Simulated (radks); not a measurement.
The numbers below are computed, except where a source is named.
Effect of the nuclear size on the lead ion Pb30+, [Kr] 4d10 4f6. Code: a radial shooting solver on a logarithmic mesh with Libxc functionals. Model: Dirac Kohn-Sham, relativistic LDA (MacDonald-Vosko exchange, VWN5 correlation), spin-unpolarised, spherical densities, finite nucleus; open shells fill j = l - 1/2 first; Fermi nuclear charge, rms radius 5.5012 fm. The rms radius is varied about that value; shifts are against it.

rms radius (fm)	total energy shift (eV)	density at nucleus (e/bohr^3)	1s1/2 shift (meV)	2s1/2 shift (meV)	4s1/2 shift (meV)	4p1/2 shift (meV)	4f5/2 shift (meV)	5s1/2 (empty) shift (meV)	5p1/2 (empty) shift (meV)
4.9346	-25.2	2.82e+06	-9970	-1520	-98.3	-3.61	2.50	-34.4	-1.45
5.1381	-16.3	2.771e+06	-6460	-982	-63.7	-2.34	1.62	-22.3	-0.943
5.5012	0	2.69e+06	0.000	0.000	0.000	0.000	0.000	0.000	0.000
5.8808	17.7	2.613e+06	7020	1070	69.2	2.55	-1.76	24.2	1.03
6.0678	26.7	2.578e+06	10600	1610	104	3.84	-2.65	36.5	1.55

Slopes of the eigenvalues against <r^2> in GHz/fm^2, as finite differences over the two radii next to the reference (eigenvalue slopes, not the field-shift constants of lines): 1s1/2 398000, 2s1/2 60500, 4s1/2 3930, 4p1/2 144, 4f5/2 -99.9, 5s1/2 (empty) 1380, 5p1/2 (empty) 58.3.
